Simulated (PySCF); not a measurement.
Compound: C4H13BGeO2.
Atom-mapped SMILES: `[BH2:1][O:2][C@H:3]([O:4][CH3:5])[GeH2:6][CH2:7][CH3:8]` (hydrogens: H9, H10 on B1; H11 on C3; H12, H13, H14 on C5; H15, H16 on Ge6; H17, H18 on C7; H19, H20, H21 on C8)

Level of theory: PBE0-D3(BJ)/def2-SVP geometry optimisation, gas phase in PySCF 2.14.0.

Q: List the bond lengths, angles and torsions at this level.

A: 
| bond | length (pm) |
| --- | --- |
| B1–O2 | 134.2 |
| O2–C3 | 142.4 |
| C3–O4 | 137.8 |
| O4–C5 | 140.4 |
| C3–Ge6 | 198.5 |
| Ge6–C7 | 195.3 |
| C7–C8 | 152.3 |
| B1–H9, B1–H10 | 121.2 |
| C3–H11 | 111.1 |
| C5–H12, C5–H13, C5–H14 | 110.3 |
| Ge6–H15 | 154.5 |
| Ge6–H16 | 154.3 |
| C7–H17 | 110.2 |
| C7–H18 | 110.2 |
| C8–H19, C8–H20, C8–H21 | 110.2 |

Bonds in one row agree within 1 pm and their mean is given. A selection of angles:
| angle | degrees |
| --- | --- |
| O2–B1–H9 | 119.9 |
| O2–B1–H10 | 117.1 |
| H9–B1–H10 | 122.9 |
| B1–O2–C3 | 123.1 |
| O2–C3–O4 | 110.3 |
| O2–C3–Ge6 | 108.6 |
| O2–C3–H11 | 107.8 |
| O4–C3–Ge6 | 106.3 |
| O4–C3–H11 | 111.0 |
| Ge6–C3–H11 | 112.8 |
| C3–O4–C5 | 115.1 |
| O4–C5–H12 | 111.2 |
| O4–C5–H14 | 107.4 |
| H12–C5–H13 | 108.6 |
| C3–Ge6–C7 | 107.7 |
| C3–Ge6–H15 | 108.0 |
| C3–Ge6–H16 | 108.5 |
| C7–Ge6–H15 | 111.6 |
| C7–Ge6–H16 | 111.8 |
| H15–Ge6–H16 | 109.0 |
| Ge6–C7–C8 | 114.5 |
| Ge6–C7–H17 | 106.3 |
| Ge6–C7–H18 | 106.6 |
| C8–C7–H17 | 111.4 |
| C8–C7–H18 | 111.3 |
| H17–C7–H18 | 106.2 |
| C7–C8–H19 | 111.8 |
| H19–C8–H20 | 107.2 |

Torsions: B1–O2–C3–O4 -125° (anticlinal); O2–C3–O4–C5 69° (synclinal); O2–C3–Ge6–C7 62° (synclinal); C3–Ge6–C7–C8 -179° (antiperiplanar).

Ge6 (germanium bonded to 2 C and 2 H) is tetrahedral (angles from 107.7° to 111.8°). Of the pairs four or more bonds apart, H9···H11 is among the closest relative to their van der Waals radii: 2.26 Å, 94 % of the sum of Bondi's values. The C–Ge distances run from 1.953 Å (Ge6–C7, drawn single) to 1.985 Å (C3–Ge6, drawn single), a spread of 0.032 Å. B1 (three-coordinate boron) is planar (angles 122.9°, 119.9° and 117.1°, sum 360.0°, 0.00 Å off the plane of its three neighbours). The 3 C–O bonds span 1.378 Å (C3–O4, drawn single) to 1.424 Å (O2–C3, drawn single), a spread of 0.046 Å.

Point group: C1 (no symmetry element, even within 0.4 Å). No frequency check. One conformer, not necessarily the lowest (H–B1–O2–C3 2° and -179°, B1–O2–C3–O4 -125°, O2–C3–O4–C5 69°, O2–C3–Ge6–C7 62°, C3–Ge6–C7–C8 -179°).
